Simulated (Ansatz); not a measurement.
Total energies of Mg8O8 (started as a model of: 1x4x4 MgO rock-salt block) from Ansatz at PBE-D4/def2-SVP, gas phase (1 Eh = 27.2114 eV = 2625.5 kJ/mol). The reference geometry is relaxed at PBE-D4/def2-SVP.

```xyz
16

Mg   -0.0457    0.4486   -3.8269
O    -0.4374   -1.1107   -2.9027
Mg   -0.2041   -2.5828   -1.6589
O     0.4604   -3.9729   -0.5637
O    -0.2758    1.7713   -2.5492
Mg   -0.7791    0.1809   -1.2740
O    -0.6582   -1.3824   -0.0805
Mg    0.1925   -2.9034    0.9720
Mg   -0.0168    2.9021   -0.9950
O    -0.6341    1.4170    0.2619
Mg   -0.3990   -0.1563    1.4379
O     0.3625   -1.7793    2.5450
O     0.7108    3.9461    0.3994
Mg    0.3085    2.5844    1.6438
O     0.4282    1.1061    2.8937
Mg    0.9872   -0.4689    3.6971
```

```csv
state,geometry,energy (Eh)
charge 0 singlet,reference,-2200.63583
charge 1 doublet,reference,-2200.41068
charge 1 doublet,relaxed at PBE-D4/def2-SVP,-2200.42173
charge -1 doublet,reference,-2200.71516
charge -1 doublet,relaxed at PBE-D4/def2-SVP,-2200.71851
free Mg atom (singlet),–,-199.87173
free O atom (triplet),–,-74.91467
```

Q: Work out the vertical ionisation energy to the doublet.

A: E(charge 1 doublet) − E(charge 0 singlet) = -2200.41068 − (-2200.63583) = 0.22515 Eh = 6.13 eV. For comparison, −ε of the highest occupied level is 3.94 eV at this level, 2.19 eV less.

Q: Work out the vertical electron affinity, to the doublet.

A: E(charge 0 singlet) − E(charge -1 doublet) = -2200.63583 − (-2200.71516) = 0.07933 Eh = 2.16 eV. The basis lacks diffuse functions, which makes affinities too small.

Q: Give the fundamental gap IE − EA, the Mulliken electronegativity (IE + EA)/2 and the hardness (IE − EA)/2.

A: From the values in Eh: IE − EA = 0.22515 − 0.07933 = 0.14582 Eh = 3.97 eV; (IE + EA)/2 = 4.14 eV; (IE − EA)/2 = 1.98 eV. The HOMO–LUMO gap of the same run is 0.46 eV, 3.51 eV smaller than the fundamental gap.

Q: How much does the charge 1 doublet relax, and what is the adiabatic ionisation energy?

A: Relaxation: -2200.41068 − (-2200.42173) = 0.01105 Eh = 0.30 eV. Adiabatic ionisation energy: 0.21410 Eh = 5.83 eV, without zero-point energy. 

Q: How much does the charge -1 doublet relax, and what is the adiabatic electron affinity?

A: Relaxation: -2200.71516 − (-2200.71851) = 0.00335 Eh = 0.09 eV. Adiabatic electron affinity: 0.08268 Eh = 2.25 eV, without zero-point energy. 

Q: What is the binding energy per atom against free atoms?

A: Atoms: 8 × (-199.87173) + 8 × (-74.91467) = -2198.29120 Eh. Binding: -2198.29120 − (-2200.63583) = 2.34463 Eh = 63.80 eV, or 3.99 eV for each of 16 atoms (no zero-point energy, no counterpoise term).
